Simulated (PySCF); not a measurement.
F₃Hf, charge +1, singlet, at a GFN2-xTB geometry (such geometries of metal compounds can be far from the true shape) (the multiplicity is a formal guess) (core potentials on Hf); HF/def2-SVP in PySCF.

Here is a job for PySCF.
```python
from pyscf import gto, scf

mol = gto.M(
    atom='''
Hf
F  1 1.861804
F  1 1.861804 2 96.653433
F  1 1.861804 3 96.653433 2 97.530104
''',
    basis='def2-svp',
    ecp={'Hf': 'def2-svp'},
    charge=1,
    verbose=4,
)

mf = scf.RHF(mol)
mf.kernel()
mf.analyze()
```

It wrote (shortened):

```
PySCF version 2.14.0

[INPUT] verbose = 4
[INPUT] num. atoms = 4
[INPUT] num. electrons = 38
[INPUT] charge = 1
[INPUT] spin (= nelec alpha-beta = 2S) = 0
[INPUT] symmetry False subgroup None
[INPUT] Mole.unit = angstrom
[INPUT] Symbol           X                Y                Z      unit          X                Y                Z       unit  Magmom
[INPUT]  1 Hf     0.000000000000   0.000000000000   0.000000000000 AA    0.000000000000   0.000000000000   0.000000000000 Bohr   0.0
[INPUT]  2 F      1.861804000000   0.000000000000   0.000000000000 AA    3.518299657620   0.000000000000   0.000000000000 Bohr   0.0
[INPUT]  3 F     -0.215715130954   0.000000000000   1.849265020675 AA   -0.407642518428   0.000000000000   3.494604420815 Bohr   0.0
[INPUT]  4 F     -0.215715164801  -1.833317225893  -0.242340775218 AA   -0.407642582390  -3.464467456386  -0.457957693978 Bohr   0.0

nuclear repulsion = 138.323027864001
number of shells = 30
number of NR pGTOs = 129
number of NR cGTOs = 74
basis = def2-svp
ecp = {'Hf': 'def2-svp'}

******** <class 'pyscf.scf.hf.RHF'> ********
method = RHF
initial guess = minao
damping factor = 0
level_shift factor = 0
DIIS = <class 'pyscf.scf.diis.CDIIS'>
diis_start_cycle = 1
diis_space = 8
diis_damp = 0
SCF conv_tol = 1e-09
SCF conv_tol_grad = None
SCF max_cycles = 50
direct_scf = True
direct_scf_tol = 1e-13
Set gradient conv threshold to 3.16228e-05
Initial guess from minao.
init E= -332.433051608666
  HOMO = -0.854577449129703  LUMO = -0.279561238023025  gap/eV = 15.64699
cycle= 1 E= -345.31165690977  delta_E= -12.9  |g|= 0.966  |ddm|= 7.68
  HOMO = -0.728211043189257  LUMO = -0.307636368743424  gap/eV = 11.44442
cycle= 2 E= -345.370167044508  delta_E= -0.0585  |g|= 0.747  |ddm|= 1.11
  HOMO = -0.848408532061356  LUMO = -0.256612465105164  gap/eV = 16.10359
cycle= 3 E= -345.465024402485  delta_E= -0.0949  |g|= 0.064  |ddm|= 0.529
  HOMO = -0.840789228934322  LUMO = -0.252839340448759  gap/eV = 15.99893
cycle= 4 E= -345.465928496845  delta_E= -0.000904  |g|= 0.00779  |ddm|= 0.0558
  HOMO = -0.840083641911163  LUMO = -0.252743754228604  gap/eV = 15.98233
cycle= 5 E= -345.465963859388  delta_E= -3.54e-05  |g|= 0.00203  |ddm|= 0.0174
  HOMO = -0.840270982959811  LUMO = -0.252522599577844  gap/eV = 15.99345
cycle= 6 E= -345.465966553768  delta_E= -2.69e-06  |g|= 0.000498  |ddm|= 0.0047
  HOMO = -0.840299865060537  LUMO = -0.252532292370582  gap/eV = 15.99397
cycle= 7 E= -345.465966764061  delta_E= -2.1e-07  |g|= 0.000118  |ddm|= 0.00123
  HOMO = -0.84032602519888  LUMO = -0.25254009547119  gap/eV = 15.99447
cycle= 8 E= -345.465966775191  delta_E= -1.11e-08  |g|= 3.53e-05  |ddm|= 0.000275
  HOMO = -0.840330358702749  LUMO = -0.252534932880295  gap/eV = 15.99473
cycle= 9 E= -345.465966776142  delta_E= -9.51e-10  |g|= 6.75e-06  |ddm|= 9.74e-05
  HOMO = -0.840330563961487  LUMO = -0.252535873433928  gap/eV = 15.99471
Extra cycle  E= -345.465966776165  delta_E= -2.29e-11  |g|= 2.87e-06  |ddm|= 1.01e-05
converged SCF energy = -345.465966776165
**** SCF Summaries ****
Total Energy =                        -345.465966776164748
Nuclear Repulsion Energy =             138.323027864000949
One-electron Energy =                 -764.246597981197624
Two-electron Energy =                  280.457603341031927
Two-electron Coulomb Energy =          315.889582655676747
DFT Exchange-Correlation Energy =      -35.431979314644821
HOMO-LUMO gap [eV] =                    15.994708224451838
**** MO energy ****
MO #1   energy= -26.4992397201895  occ= 2
MO #2   energy= -26.4991725050086  occ= 2
MO #3   energy= -26.4991725045047  occ= 2
MO #4   energy= -3.27299115093774  occ= 2
MO #5   energy= -1.98399054931544  occ= 2
MO #6   energy= -1.98399054849846  occ= 2
MO #7   energy= -1.97440298026695  occ= 2
MO #8   energy= -1.71516069939856  occ= 2
MO #9   energy= -1.70357102141821  occ= 2
MO #10  energy= -1.70357102101153  occ= 2
MO #11  energy= -0.893556603883487 occ= 2
MO #12  energy= -0.893556603860203 occ= 2
MO #13  energy= -0.886907758326397 occ= 2
MO #14  energy= -0.883143467226564 occ= 2
MO #15  energy= -0.883143466319194 occ= 2
MO #16  energy= -0.863662955793673 occ= 2
MO #17  energy= -0.843064544127747 occ= 2
MO #18  energy= -0.843064543564207 occ= 2
MO #19  energy= -0.840330563961487 occ= 2
MO #20  energy= -0.252535873433928 occ= 0
MO #21  energy= -0.174570286570519 occ= 0
MO #22  energy= -0.174570285638882 occ= 0
MO #23  energy= -0.140917695265462 occ= 0
MO #24  energy= -0.122469154504197 occ= 0
MO #25  energy= -0.122469154440892 occ= 0
MO #26  energy= -0.0451035621871082 occ= 0
MO #27  energy= -0.0284573228537855 occ= 0

WARN: System has nonzero charge 1; the dipole moment is origin-dependent.
Location of origin: [0. 0. 0.]

Dipole moment(X, Y, Z, Debye): -3.68612,  4.72452, -4.14110
```
